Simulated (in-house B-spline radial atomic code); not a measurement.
The numbers below are computed, except where a source is named.
# Ru in an electron gas of r_s = 1.65: phase shifts, screening and friction

A nucleus sits in a uniform electron gas with a rigid positive background. The Kohn-Sham equations are solved self-consistently in the spin-unpolarised LDA (PW92), non-relativistic, on B-splines with outgoing waves at the boundary and partial waves to l = 8. The model has no lattice, no bands and no magnetic solution. Atomic units; δ_l are the phase shifts at the Fermi level, counted so that each bound state adds π, and good to about 0.0005.

The density parameter is r_s = 1.65 bohr.

| l | δ_l (rad) |
| --- | --- |
| 0 | 11.6516 |
| 1 | 9.1786 |
| 2 | 5.6566 |
| 3 | 0.1691 |
| 4 | 0.0360 |
| 5 | 0.0083 |
| 6 | 0.0020 |
| 7 | 0.0003 |
| 8 | 0.0000 |

Bound levels below the band bottom (hartree): s -18.62, p -15.39, d -9.44, s -1.983, p -1.042 and deeper ones.

Task: Check the Friedel sum rule, and say where the screening charge sits.

Result: k_F = (9π/4)^(1/3)/r_s = 1.16313. The rule is Z = (2/π) Σ (2l + 1) δ_l. The terms are s 7.418, p 17.530, d 18.006, f 0.754 and 0.284 beyond, in all 43.990 against Z = 44. Bound states hold 8 s, 18 p, 10 d electrons, so the scattering states carry 7.99 in all; where a term is smaller than its bound count, the bound level has drawn weight out of the band.

Task: Find the transport cross section and the electronic stopping of a 2 keV Ru ion (mass 101.07 u).

Result: σ_tr = (4π/k_F²) Σ (l + 1) sin²(δ_l − δ_(l+1)). The terms for l = 0 to 3 are 0.3843, 0.2757, 1.5309, 0.0704, all together 2.2654, so σ_tr = 9.289 × 2.2654 = 21.042 bohr². With n = 3/(4π r_s³) = 0.05314, the friction coefficient is Q = n k_F σ_tr = 1.3007. For v well below v_F = 1.163, dE/dx = Q v; with 24801 eV per u at v = 1, v = √(2000/(24801 × 101.07)) = 0.0282, so dE/dx = 0.03674 hartree/bohr = 18.9 eV/nm. The largest term couples the d and f waves.
